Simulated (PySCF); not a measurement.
Cl₄Se, SMILES Cl[Se+](Cl)(Cl)Cl, charge +1, multiplicity 2.

Geometry optimised at B3LYP-D3(BJ)/def2-SVP.

These are TDA-LC-ωPBE/def2-SVPD (PySCF) values and carry that method's errors.

Vertical excitations. The molecule is in vacuum.

Question: Give excitation energies, oscillator strengths and character. (Estimate from the structure and the level; the computed values follow.)

Answer: 
```json
[
 {"state": "root 1", "energy (eV)": "2.14", "λ (nm)": "579", "f": "0.005", "main pairs": "β HOMO→LUMO 83 %"},
 {"state": "root 2", "energy (eV)": "2.19", "λ (nm)": "565", "f": "0.000", "main pairs": "β HOMO−1→LUMO 78 %"},
 {"state": "root 3", "energy (eV)": "2.25", "λ (nm)": "551", "f": "0.001", "main pairs": "β HOMO−2→LUMO 78 %"},
 {"state": "root 4", "energy (eV)": "2.41", "λ (nm)": "515", "f": "0.001", "main pairs": "β HOMO−3→LUMO 80 %, β HOMO→LUMO+3 13 %"},
 {"state": "root 5", "energy (eV)": "3.37", "λ (nm)": "368", "f": "0.000", "main pairs": "α HOMO→LUMO+2 42 %, β HOMO−4→LUMO 43 %"},
 {"state": "root 6", "energy (eV)": "3.47", "λ (nm)": "357", "f": "0.005", "main pairs": "α HOMO→LUMO 85 %"},
 {"state": "root 7", "energy (eV)": "3.55", "λ (nm)": "349", "f": "0.011", "main pairs": "α HOMO→LUMO+1 62 %, β HOMO−5→LUMO 13 %, β HOMO−6→LUMO+2 6 %"},
 {"state": "root 8", "energy (eV)": "3.65", "λ (nm)": "340", "f": "0.003", "main pairs": "α HOMO→LUMO+1 30 %, β HOMO−5→LUMO 39 %, β HOMO−5→LUMO+1 14 %"},
 {"state": "root 9", "energy (eV)": "3.83", "λ (nm)": "323", "f": "0.000", "main pairs": "α HOMO−1→LUMO 6 %, α HOMO−6→LUMO 6 %, β HOMO−7→LUMO 38 %, β HOMO−4→LUMO+2 13 %, β HOMO−1→LUMO+1 11 %, β HOMO−7→LUMO+1 10 %"},
 {"state": "root 10", "energy (eV)": "3.95", "λ (nm)": "314", "f": "0.041", "main pairs": "α HOMO→LUMO+2 40 %, α HOMO−2→LUMO 10 %, α HOMO−1→LUMO+1 7 %, β HOMO−4→LUMO 13 %, β HOMO−4→LUMO+1 11 %, β HOMO−7→LUMO+2 6 %"}
]
```
Unrestricted roots are not spin-pure.
